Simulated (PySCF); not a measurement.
Gas-phase reaction: ZnBr2 + 2 BrF ⇌ ZnF2 + 2 Br2

Energies from PySCF, thermal terms from the rigid-rotor harmonic-oscillator model, ideal gas at 1 bar. † marks an energy on the PBE0/def2-TZVP geometry and frequencies; other levels use their own. 6-31G* has spherical d functions here. All species are closed-shell singlets. Br, Zn: all electrons, no relativistic terms. The harmonic model lacks anharmonicity and excited electronic states, which grow with temperature; levels with a mode under 35 cm⁻¹ are left out. Soft modes under 120 cm⁻¹ make the harmonic entropy rough for ZnBr2.

```csv
level,"ΔE electronic, kJ","ΔH°(298 K), kJ","ΔS°(298 K), J/K","ΔG°(1000 K), kJ"
BLYP/def2-TZVP†,-133,-133,-14,-118
HF/6-31G*,-138,-138,-15,-123
PBE/def2-SVP,-116,-115,-14,-101
PBE/def2-TZVP†,-128,-127,-14,-113
PBE0/def2-QZVP†,-134,-134,-14,-119
```
ΔH° is lowest at HF/6-31G* and highest at PBE/def2-SVP. No reference value is set beside these.
